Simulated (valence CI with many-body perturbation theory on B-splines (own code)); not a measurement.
**Te31+: M1 decay**

Computed by valence CI with perturbative core correlation (CI+MBPT): three valence electrons over a frozen Dirac-Fock core [Ar], a basis of 9 s, 9 p, 10 d, 8 f, 5 g, 3 h, 1 i functions for each j, with the one-electron correlation potential Σ1, the two-electron term Σ2, the three-electron term Σ3, Breit, model QED; selected CI, second order for the rest (own B-spline code, finite nucleus).

The last digits are not significant, and no measured levels were compared; by estimate large intervals hold to a few tenths of a per cent, small ones and those within an open d or f shell to about a per cent. Only levels of the ground parity were solved; by the run's estimate the other parity begins above the list, which can be wrong where configurations are misplaced.

Lines 51 to 69 of 69 in falling wavelength, among levels below 59.093 eV, chosen from the decays that carry over 1 % of a level's rate. Wavelengths and rates use the calculated energies. S is in atomic units (e²a₀⁴ for E2 and M2, e²a₀⁶ for E3), for M1 in squared Bohr magnetons. Weak lines are less certain than strong ones. Lines between different terms over intervals too small for the method are left out, as are lines whose strength nearly cancels. The highest levels of a list are the least certain.

Levels are named by their leading jj configuration (3d3/2^4 stands for four electrons in 3d with j = 3/2), which in mixed levels can hold well under half, so a name can repeat and another be missing. Letters in brackets count levels of one name in rising energy.

```
λ vac (Å)                      Upper                      Lower  Type   A (s⁻¹)  S (a.u.)
    488.2  (3d3/2 3d5/2^2) J=3/2 [b]  (3d3/2 3d5/2^2) J=3/2 [a]    M1  9.00e+03  1.55e-01
    482.7  (3d3/2 3d5/2^2) J=5/2 [a]  (3d3/2^2 3d5/2) J=5/2 [a]    M1  2.88e+03  7.22e-02
    470.7            (3d5/2^3) J=9/2      (3d3/2^2 3d5/2) J=7/2    M1  1.89e+03  7.30e-02
    445.5            (3d5/2^3) J=5/2  (3d3/2 3d5/2^2) J=3/2 [a]    M1  2.49e+04  4.89e-01
    437.1            (3d5/2^3) J=3/2      (3d3/2^2 3d5/2) J=3/2    M1  2.88e+03  3.56e-02
    427.7  (3d3/2 3d5/2^2) J=3/2 [a]            (3d3/2^3) J=3/2    M1  3.09e+03  3.59e-02
    424.0  (3d3/2 3d5/2^2) J=3/2 [b]  (3d3/2^2 3d5/2) J=5/2 [b]    M1  1.14e+03  1.29e-02
    416.1  (3d3/2 3d5/2^2) J=7/2 [b]  (3d3/2^2 3d5/2) J=5/2 [a]    M1  2.04e+03  4.37e-02
    406.2      (3d3/2 3d5/2^2) J=1/2            (3d3/2^3) J=3/2    M1  6.07e+02  3.02e-03
    391.4            (3d5/2^3) J=5/2  (3d3/2^2 3d5/2) J=5/2 [b]    M1  1.27e+04  1.69e-01
    380.5            (3d5/2^3) J=5/2  (3d3/2 3d5/2^2) J=7/2 [a]    M1  1.03e+04  1.26e-01
    367.2            (3d5/2^3) J=3/2  (3d3/2^2 3d5/2) J=5/2 [a]    M1  7.87e+03  5.78e-02
    360.5  (3d3/2 3d5/2^2) J=5/2 [a]            (3d3/2^3) J=3/2    M1  5.24e+02  5.46e-03
    335.9  (3d3/2 3d5/2^2) J=5/2 [b]            (3d3/2^3) J=3/2    M1  2.57e+03  2.17e-02
    327.9  (3d3/2 3d5/2^2) J=3/2 [b]      (3d3/2^2 3d5/2) J=1/2    M1  1.51e+03  7.90e-03
    307.8  (3d3/2 3d5/2^2) J=3/2 [b]      (3d3/2^2 3d5/2) J=3/2    M1  3.76e+03  1.63e-02
    291.9            (3d5/2^3) J=3/2            (3d3/2^3) J=3/2    M1  6.23e+02  2.30e-03
    286.1            (3d5/2^3) J=5/2      (3d3/2^2 3d5/2) J=7/2    M1  2.50e+03  1.30e-02
    271.5  (3d3/2 3d5/2^2) J=3/2 [b]  (3d3/2^2 3d5/2) J=5/2 [a]    M1  3.78e+03  1.12e-02
```
